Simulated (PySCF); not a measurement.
Computed IR spectrum (relative IR intensity) of a molecule C4H4F2. The structure is a stationary point at PBE0-D3(BJ)/def2-SVP. Other conformers were not sampled. Level of theory: PBE0-D3(BJ)/def2-SVP run with PySCF 2.14.0. No scaling factor is applied to the harmonic values.

Lines under 2 % of the strongest are left out, and lines within 2 cm⁻¹ are merged.

ν (cm⁻¹): 370 (vw), 640 (w), 688 (w), 833 (w), 885 (m), 952 (vw), 960 (m), 1107 (w), 1171 (m), 1199 (s), 1218 (w), 1265 (w), 1345 (m), 1421 (s), 1466 (m), 1777 (vs), 3076 (m), 3088 (m), 3147 (w) (against the strongest line: vs over 80 %, s over 45 %, m over 15 %, w over 4 %, vw less)

Identify the compound among the candidates.
A. FC1(F)C=CC1
B. C=C(F)C(=C)F
C. F[C@@H]1C=C[C@H]1F
D. FC1=CC[C@H]1F

D, FC1=CC[C@H]1F
